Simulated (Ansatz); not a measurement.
`BC1=CB1` + `CCN[SiH3]` → `BN([SiH3])CC` + `B1C=C1` at 298.15 K and 1 bar (ligand exchange at a B–C bond).

Calculated with Ansatz (gas phase, PBE0-D4/def2-TZVP geometries, no zero-point term in ΔE). CCSD(T)/CBS adds triple-zeta CCSD(T) − MP2 to the extrapolated MP2 energy (def2 sets, frozen cores). This one scheme is used for every species. One conformer a species, not always the lowest.

```json
{"species": "`BC1=CB1`", "CCSD(T)/CBS energy (Eh)": "-128.02582", "H − E (kJ/mol)": "155.4", "S (J/(mol·K))": "277.1"}
{"species": "`CCN[SiH3]`", "CCSD(T)/CBS energy (Eh)": "-425.31370", "H − E (kJ/mol)": "302.3", "S (J/(mol·K))": "332.2"}
{"species": "`BN([SiH3])CC`", "CCSD(T)/CBS energy (Eh)": "-450.74134", "H − E (kJ/mol)": "337.8", "S (J/(mol·K))": "354.1"}
{"species": "`B1C=C1`", "CCSD(T)/CBS energy (Eh)": "-102.63332", "H − E (kJ/mol)": "121.3", "S (J/(mol·K))": "240.1"}
```

H − E and S are ideal-gas, rigid-rotor, harmonic terms from PBE0-D4/def2-TZVP, for one conformer and one mirror image of each species. 1 Eh = 2625.50 kJ/mol, R = 8.31446 J/(mol·K).

**Question.** By hand: ΔE, ΔH, ΔS and ΔG.

**Answer.** ΔE = (-450.74134) + (-102.63332) − (-128.02582) − (-425.31370) = -0.03514 Eh = -92.3 kJ/mol. Δ(H − E) = 337.8 + 121.3 − 155.4 − 302.3 = 1.4, so ΔH = -90.9 kJ/mol. ΔS = 354.1 + 240.1 − 277.1 − 332.2 = -15.1 J/(mol·K). ΔG = -90.9 − 298.15 × (-15.1)/1000 = -86.4 kJ/mol.

**Question.** By hand: the equilibrium constant, and the temperature at which ΔG would vanish if ΔH and ΔS stayed fixed.

**Answer.** log₁₀ K = −ΔG/(RT ln 10) = 15.1. ΔG = 0 at ΔH/ΔS = 6020 K, far beyond where these terms or the molecules hold.

ΔH outweighs TΔS. A doubt of 5 kJ/mol in ΔE shifts log₁₀ K by 0.9 here. Other conformers and mirror images would add mixing entropy, several J/(mol·K) or more a flexible species. Modes under 60 cm⁻¹, often nearly free rotors, make the harmonic entropy too high. These are equilibria of isolated gas molecules and say nothing of rates. Largest T1 diagnostic: 0.013 (customary marks: 0.02 for closed shells, 0.045 for open ones).
